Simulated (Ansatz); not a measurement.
Cartesian coordinates (Å):
SMILES: [F][In][F]
```xyz
3

F     -1.6900    -0.3510     0.0000
In    -0.0044     0.6801     0.0000
F      1.6944    -0.3292     0.0000
```
Charge 0, spin multiplicity 2.

Method: frozen-core CCSD(T)/def2-TZVPP // B3LYP-D3(BJ)/def2-TZVP (Ansatz, a quantum-chemistry and plane-wave program).

| Property | Value |
|---|---|
| HF energy | -388.22307 Ha |
| MP2 correlation energy | -0.76294 Ha |

Q: Estimate the CCSD correlation energy, the (T) correction, the total energy and the T1 diagnostic.

A: 
```json
{
 "CCSD correlation energy": "-0.75462 Ha",
 "(T) correction": "-0.02272 Ha",
 "CCSD(T) total energy": "-389.00041 Ha",
 "T1 diagnostic": "0.021"
}
```
